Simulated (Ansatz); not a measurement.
`[OH][Ga]([F])[Cl]` + HBr → `[F][Ga]([Cl])[Br]` + H₂O  (ligand exchange at a Ga–O bond)

Calculated with Ansatz (gas phase, PBE0-D4/def2-TZVP geometries, no zero-point term in ΔE). CCSD(T)/CBS adds triple-zeta CCSD(T) − MP2 to the extrapolated MP2 energy (def2 sets, frozen cores). This one scheme is used for every species. DFT in def2-TZVPP. B3LYP here is the variant with VWN-RPA as its local correlation; programs differ in this. HSE06 is defined as in plane-wave codes. For Br, Ga outer-core shells are correlated without core-valence functions, which leaves a few kJ/mol of doubt a bond. Scalar relativity is left out up to krypton. Each species was taken in one conformer, which may not be the lowest.

`[OH][Ga]([F])[Cl]`:

```xyz
5

O    -0.110    0.874   -1.081
Ga   -0.213   -0.123    0.367
F    -1.601    0.090    1.382
Cl    1.242   -1.549    0.932
H     0.682    0.707   -1.600
```

HBr:

Cartesian coordinates in Å:
```
Br 0.058 -0.168 0.688
H -0.058 0.168 -0.688
```

`[F][Ga]([Cl])[Br]`:

Z-matrix (Å, degrees):
```
Ga
F 1 1.735
Br 1 2.246 2 118.6
Cl 1 2.107 2 117.5 3 180.0
```

H₂O:

Z-matrix (Å, degrees):
```
O
H 1 0.960
H 1 0.960 2 105.1
```

```
             level  ΔE (kcal/mol)  difference from CCSD(T)/CBS
       LDA (SPW92)          -14.5                          1.7
            PBE-D4          -15.9                          0.3
           BLYP-D4          -14.7                          1.5
         r2SCAN-D4          -15.7                          0.5
            B97M-V          -15.3                          0.9
           PBE0-D4          -17.2                         -1.0
          B3LYP-D4          -15.9                          0.3
        r2SCANh-D4          -16.2                          0.0
        r2SCAN0-D4          -17.0                         -0.8
          HSE06-D4          -17.3                         -1.1
          BHLYP-D4          -17.4                         -1.2
      CAM-B3LYP-D4          -14.8                          1.4
           ωB97X-V          -15.3                          0.9
            B2PLYP          -15.0                          1.2
          PBE-QIDH          -16.7                         -0.5
               PBE          -15.5                          0.7
            revPBE          -15.6                          0.6
              BLYP          -14.0                          2.2
              PBE0          -16.8                         -0.6
             B3LYP          -15.2                          1.0
           r2SCANh          -16.1                          0.1
           r2SCAN0          -16.8                         -0.6
             HSE06          -16.9                         -0.7
             BHLYP          -16.3                         -0.1
         CAM-B3LYP          -14.3                          1.9
           LC-ωPBE          -15.0                          1.2
       HF/def2-SVP          -16.3                         -0.1
      MP2/def2-SVP          -13.1                          3.1
     CCSD/def2-SVP          -13.1                          3.1
  CCSD(T)/def2-SVP          -12.9                          3.3
     HF/def2-TZVPP          -17.5                         -1.3
    MP2/def2-TZVPP          -15.3                          0.9
SCS-MP2/def2-TZVPP          -14.6                          1.6
   CCSD/def2-TZVPP          -15.0                          1.2
CCSD(T)/def2-TZVPP          -14.8                          1.4
    MP2/def2-QZVPP          -16.0                          0.2
SCS-MP2/def2-QZVPP          -15.2                          1.0
      HF/CBS(def2)          -17.1                         -0.9
     MP2/CBS(def2)          -16.7                         -0.5
    CCSD/CBS(def2)          -16.4                         -0.2
       CCSD(T)/CBS          -16.2                            0
```

(1) What do rigid-rotor, harmonic-oscillator terms from PBE0-D4/def2-TZVP frequencies (298.15 K, 1 bar) make of the CCSD(T)/CBS value? (An estimate is asked.)

Largest T1 diagnostic among the species: 0.014.

Results:

(1) The calculation gave: ΔZPE = +1.6 kcal/mol, ΔH = -14.3 kcal/mol, ΔS = 7 J/(mol·K), ΔG = -14.8 kcal/mol.

From PBE to PBE0 (25 % exact exchange), in def2-TZVPP and without D4, ΔE moves by −1.4 kcal/mol. In def2-TZVPP, CCSD(T) changes the Hartree–Fock value by +2.6 kcal/mol (the triples alone add +0.2 kcal/mol) and MP2 by +2.2 kcal/mol.
